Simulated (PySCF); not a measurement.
A structure optimised at PBE0-D3(BJ)/def2-TZVPD, used in a PySCF frequency run:

```xyz
2

Mg     0.0000     0.0000    -1.2357
Cl     0.0000     0.0000     0.8723
```
Charge +1, spin multiplicity 1.

Write its SMILES, formula and point group.

[Mg+][Cl], ClMg, C∞v

What are its rotational constants (standard atomic weights)?

7.8879 GHz (linear rotor, B only)
